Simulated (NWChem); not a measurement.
System: InSiH5; SMILES [SiH3][InH2]

Input file for NWChem:

```
start job
memory heap 200 mb stack 900 mb global 1100 mb
geometry units angstroms noautoz
  In    -0.010766     0.697095     0.002667
  H      1.498330     1.561763    -0.006579
  H     -1.491699     1.608180    -0.009261
  Si    -0.016533    -1.891786     0.012009
  H      0.488021    -2.407464    -1.302584
  H     -1.378280    -2.472666     0.233397
  H      0.890430    -2.430011     1.076463
end
basis spherical
  In library def2-svp
  H library def2-svp
  Si library def2-svp
end
ecp
  In library def2-ecp
end
dft
  xc becke88 perdew86
  iterations 150
  mulliken
end
task dft energy
```

Output (shortened):

```
             Northwest Computational Chemistry Package (NWChem) 7.3.0
             --------------------------------------------------------

 C1  symmetry detected

                             Geometry "geometry" -> ""
                             -------------------------

 Output coordinates in angstroms (scale by  1.889725989 to convert to a.u.)

  No.       Tag          Charge          X              Y              Z
 ---- ---------------- ---------- -------------- -------------- --------------
    1 In                  49.0000    -0.00080404     0.64514838     0.00065629
    2 H                    1.0000     1.50680794     1.51241610    -0.00707633
    3 H                    1.0000    -1.48329692     1.55374232    -0.00659839
    4 Si                  14.0000    -0.00215510    -1.94375553     0.00094344
    5 H                    1.0000     0.50194994    -2.45397049    -1.31595143
    6 H                    1.0000    -1.36268746    -2.52772817     0.22166215
    7 H                    1.0000     0.90679569    -2.48415308     1.06259749

 Effective nuclear repulsion energy (a.u.)     213.0093966547

 Summary of "ao basis" -> "ao basis" (spherical)
 ------------------------------------------------------------------------------
       Tag                 Description            Shells   Functions and Types
 ---------------- ------------------------------  ------  ---------------------
 In                         def2-svp                10       26   4s4p2d
 H                          def2-svp                 3        5   2s1p
 Si                         def2-svp                 8       18   4s3p1d

            General Information
            -------------------
          SCF calculation type: DFT
          Wavefunction type:  closed shell.
          No. of atoms     :     7
          No. of electrons :    40
           Alpha electrons :    20
            Beta electrons :    20
          Charge           :     0
          Spin multiplicity:     1
          Use of symmetry is: off; symmetry adaption is: off
          Maximum number of iterations: 150
          AO basis - number of functions:    69
                     number of shells:    33
          Convergence on energy requested:  1.00D-06
          Convergence on density requested:  1.00D-05
          Convergence on gradient requested:  5.00D-04

              XC Information
              --------------
                    Becke 1988 Exchange Functional  1.000
                Perdew 1981 Correlation Functional  1.000 local
                Perdew 1986 Correlation Functional  1.000 non-local

             Grid Information
             ----------------
          Grid used for XC integration:  medium
          Radial quadrature: Mura-Knowles
          Angular quadrature: Lebedev.
          Tag              B.-S. Rad. Rad. Pts. Rad. Cut. Ang. Pts.
          ---              ---------- --------- --------- ---------
          In                  1.55      123          10.0       590
          H                   0.35       45          12.0       434
          Si                  1.10       88          11.0       590
          Grid pruning is: on
          Number of quadrature shells:   436
          Spatial weights used:  Erf1

      Superposition of Atomic Density Guess
      -------------------------------------

 Sum of atomic energies:        -509.28524127

      Non-variational initial energy
      ------------------------------

 Total energy =    -480.774920
 1-e energy   =    -942.644731
 2-e energy   =     358.984766
 HOMO         =      -0.264979
 LUMO         =      -0.027924

     ---------------------------------------------
      Total Density - Mulliken Population Analysis
     ---------------------------------------------

    Atom       Charge   Shell Charges
 -----------   ------   -------------------------------------------------------
    1 In  21    20.40   2.60 -0.60  0.84  0.44  3.23  2.77  0.79  0.32  9.69  0.34
    2 H    1     1.22   0.68  0.53  0.01
    3 H    1     1.22   0.68  0.53  0.01
    4 Si  14    13.97   2.00  1.99  1.04  0.32  5.94  1.16  1.44  0.08
    5 H    1     1.06   0.69  0.36  0.01
    6 H    1     1.07   0.69  0.36  0.01
    7 H    1     1.06   0.69  0.36  0.01

   convergence    iter        energy       DeltaE   RMS-Dens  Diis-err
 ---------------- ----- ----------------- --------- --------- ---------
 d= 0,ls=0.0,diis     1   -482.6147739917 -5.85D+02  1.35D-02  1.43D-01
 d= 0,ls=0.0,diis     2   -482.6341409492 -1.94D-02  5.57D-03  2.82D-02
 d= 0,ls=0.0,diis     3   -482.6386508809 -4.51D-03  2.01D-03  1.34D-02
 d= 0,ls=0.0,diis     4   -482.6414233474 -2.77D-03  2.71D-04  9.86D-05
 d= 0,ls=0.0,diis     5   -482.6414346939 -1.13D-05  1.07D-04  2.36D-05
  Resetting Diis
 d= 0,ls=0.0,diis     6   -482.6414402663 -5.57D-06  1.31D-05  5.34D-07
 d= 0,ls=0.0,diis     7   -482.6414403380 -7.17D-08  3.52D-06  1.21D-08

         Total DFT energy =     -482.641440337965
      One electron energy =     -943.735597338915
           Coulomb energy =      397.745651207704
    Exchange-Corr. energy =      -39.536539916284
 Nuclear repulsion energy =      102.885045709531

 Numeric. integr. density =       39.999981268428

                       DFT Final Molecular Orbital Analysis
                       ------------------------------------

 Vector   18  Occ=2.000000D+00  E=-3.118405D-01
              MO Center= -3.8D-01, -2.2D+00,  2.1D-01, r^2= 2.5D+00
   Bfn.  Coefficient  Atom+Function         Bfn.  Coefficient  Atom+Function
  ----- ------------  ---------------      ----- ------------  ---------------
    60      0.362251  6 H  s                 44     -0.294713  4 Si px
    65     -0.236503  7 H  s                 47     -0.233623  4 Si px
    61      0.182487  6 H  s                 41      0.169722  4 Si px
    55     -0.125630  5 H  s                 66     -0.122039  7 H  s
    11     -0.068824  1 In px                56     -0.065841  5 H  s

 Vector   19  Occ=2.000000D+00  E=-2.587128D-01
              MO Center= -9.2D-03,  1.1D+00,  4.0D-03, r^2= 3.5D+00
   Bfn.  Coefficient  Atom+Function         Bfn.  Coefficient  Atom+Function
  ----- ------------  ---------------      ----- ------------  ---------------
    11      0.343205  1 In px                27      0.311218  2 H  s
    32     -0.312585  3 H  s                 28      0.210215  2 H  s
    33     -0.211012  3 H  s                 17     -0.156146  1 In d -2
     8     -0.115706  1 In px                14      0.114167  1 In px
     5     -0.107256  1 In px                60      0.079391  6 H  s

 Vector   20  Occ=2.000000D+00  E=-2.364388D-01
              MO Center=  4.0D-03, -4.6D-01,  5.1D-04, r^2= 4.3D+00
   Bfn.  Coefficient  Atom+Function         Bfn.  Coefficient  Atom+Function
  ----- ------------  ---------------      ----- ------------  ---------------
    12      0.360259  1 In py                45     -0.285482  4 Si py
    48     -0.283010  4 Si py                27      0.170215  2 H  s
    32      0.166925  3 H  s                 42      0.158602  4 Si py
    39     -0.143389  4 Si s                 28      0.127423  2 H  s
    33      0.125646  3 H  s                 21     -0.115658  1 In d  2

 Vector   21  Occ=0.000000D+00  E=-1.071371D-01
              MO Center= -2.9D-03,  4.1D-01,  6.4D-03, r^2= 4.3D+00
   Bfn.  Coefficient  Atom+Function         Bfn.  Coefficient  Atom+Function
  ----- ------------  ---------------      ----- ------------  ---------------
    13      0.596502  1 In pz                16      0.478147  1 In pz
    56      0.206558  5 H  s                 66     -0.171826  7 H  s
    49      0.160061  4 Si pz                10     -0.157676  1 In pz
     7     -0.145744  1 In pz                55      0.102045  5 H  s
    65     -0.082884  7 H  s                 51      0.070005  4 Si d -1

 Vector   22  Occ=0.000000D+00  E=-2.984445D-02
              MO Center= -7.0D-03,  9.9D-03, -3.6D-03, r^2= 5.7D+00
   Bfn.  Coefficient  Atom+Function         Bfn.  Coefficient  Atom+Function
  ----- ------------  ---------------      ----- ------------  ---------------
     4      1.057278  1 In s                 40     -0.731862  4 Si s
     3      0.665235  1 In s                 48     -0.627505  4 Si py
    33     -0.518862  3 H  s                 28     -0.512736  2 H  s
    39     -0.409822  4 Si s                 15     -0.374155  1 In py
     1     -0.325471  1 In s                 32     -0.210535  3 H  s

 Vector   23  Occ=0.000000D+00  E=-4.846311D-03
              MO Center=  5.1D-02, -1.1D+00, -3.7D-02, r^2= 4.9D+00
   Bfn.  Coefficient  Atom+Function         Bfn.  Coefficient  Atom+Function
  ----- ------------  ---------------      ----- ------------  ---------------
    47      0.951755  4 Si px                61      0.840952  6 H  s
    66     -0.519787  7 H  s                 14      0.474369  1 In px
    33      0.447091  3 H  s                 28     -0.406305  2 H  s
    56     -0.279404  5 H  s                 11      0.267572  1 In px
    60      0.206576  6 H  s                 17      0.170999  1 In d -2

     ---------------------------------------------
      Total Density - Mulliken Population Analysis
     ---------------------------------------------

    Atom       Charge   Shell Charges
 -----------   ------   -------------------------------------------------------
    1 In  21    20.76   2.60 -0.60  1.06  0.27  3.22  2.79  1.09  0.30  9.58  0.44
    2 H    1     1.09   0.67  0.41  0.01
    3 H    1     1.09   0.67  0.41  0.01
    4 Si  14    13.92   2.00  1.98  1.10  0.25  5.92  1.31  1.27  0.10
    5 H    1     1.05   0.72  0.31  0.01
    6 H    1     1.04   0.73  0.31  0.01
    7 H    1     1.05   0.72  0.31  0.01

     -------------------------------------------
      Total Density - Lowdin Population Analysis
     -------------------------------------------

[...]
```

Level: BP86/def2-SVP with def2 effective core potentials on In. Structure relaxed at the PBE0/def2-SVP level. def2 effective core potentials on In; no spin-orbit coupling.
